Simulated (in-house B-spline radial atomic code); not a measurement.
Radial electron density of Cl3+, [He] 2s2 2p5 3s2 3p2 4d1. Level of theory: scalar-relativistic (X2C) r2SCAN0, spin-polarised, spherical fractional occupations, exact exchange averaged over the configuration, Fermi nucleus of rms radius 3.3654 fm; calculated with a B-spline radial code for spherical atoms.

Columns: r (bohr), 4πr²n(r) (electrons per bohr), bar.

```
  0.0032    0.427 #
  0.0039   0.6115 #
 0.00477   0.8771 ##
 0.00582    1.245 ###
 0.00711    1.759 ####
 0.00868    2.459 ######
  0.0106    3.402 ########
  0.0129    4.618 ##########
  0.0158    6.225 ##############
  0.0193    8.186 ##################
  0.0236    10.51 ########################
  0.0288    13.04 #############################
  0.0352    15.62 ###################################
   0.043    17.86 ########################################
  0.0525    19.33 ###########################################
  0.0641    19.65 ############################################
  0.0782    18.63 ##########################################
  0.0956    16.53 #####################################
   0.117    14.12 ################################
   0.143    12.57 ############################
   0.174    12.73 ############################
   0.213    14.57 #################################
    0.26    16.86 ######################################
   0.317    17.74 ########################################
   0.387    15.99 ####################################
   0.473    11.88 ###########################
   0.577    7.371 #################
   0.705     4.41 ##########
   0.861    3.641 ########
    1.05    3.915 #########
    1.28    3.725 ########
    1.57    2.603 ######
    1.92    1.276 ###
    2.34   0.4845 #
    2.86   0.2823 #
    3.49   0.3263 #
    4.26   0.3118 #
     5.2    0.187 
    6.36  0.06424 
    7.76   0.0118 
    9.48 0.001034 
    11.6 3.63e-05 
    14.1 6.064e-07
```

On this grid the curve has 4 maxima, near 0.0641, 0.317, 1.05, 3.49 bohr.

The 3p up radial function P(r) = rR(r), positive near the nucleus:

| r (bohr) | P |
| --- | --- |
| 0.0039 | 0.0009767 |
| 0.00582 | 0.002093 |
| 0.00868 | 0.004465 |
| 0.0129 | 0.009384 |
| 0.0193 | 0.01968 |
| 0.0288 | 0.04011 |
| 0.043 | 0.07891 |
| 0.0641 | 0.1466 |
| 0.0956 | 0.251 |
| 0.143 | 0.3811 |
| 0.213 | 0.474 |
| 0.317 | 0.4094 |
| 0.473 | 0.06858 |
| 0.705 | -0.4851 |
| 1.05 | -0.9068 |
| 1.57 | -0.8088 |
| 2.34 | -0.3547 |
| 3.49 | -0.06481 |
| 5.2 | -0.003626 |
